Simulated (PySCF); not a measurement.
C₄H₇Cl.

```xyz
12

C      1.6475     0.4972     0.0000
C      0.1663     0.2510     0.0000
Cl    -0.2264    -1.4835     0.0000
C     -0.7685     1.1421    -0.7532
C     -0.7685     1.1421     0.7532
H      2.1162     0.0561    -0.8923
H      1.8503     1.5789     0.0000
H      2.1162     0.0561     0.8923
H     -1.6135     0.6716    -1.2607
H     -0.3341     1.9960    -1.2814
H     -1.6135     0.6716     1.2607
H     -0.3341     1.9960     1.2814
```
Charge 0, spin multiplicity 1.

Coordinates come from a PBE0-D3(BJ)/def2-SVP optimisation.

Computed with PBE0/pcSseg-1 run with PySCF. Non-relativistic, no solvent.

Computed absolute GIAO shielding of each atom: isotropic value and principal components (ppm):
```csv
atom,σ(iso),σ11,σ22,σ33,span
C1,155.2,129.3,151.2,185.2,55.9
C2,140.6,107.6,108.4,205.7,98.1
Cl3,745.2,485.1,665.3,1085.3,600.1
C4,165.6,125.3,172.7,198.8,73.5
C5,165.6,125.3,172.7,198.8,73.5
H6,29.3,25.3,27.0,35.6,10.3
H7,30.8,25.8,28.1,38.4,12.7
H8,29.3,25.3,27.0,35.6,10.3
H9,30.3,24.7,28.1,38.2,13.5
H10,30.6,25.1,27.5,39.3,14.2
H11,30.3,24.7,28.1,38.2,13.5
H12,30.6,25.1,27.5,39.3,14.2
```
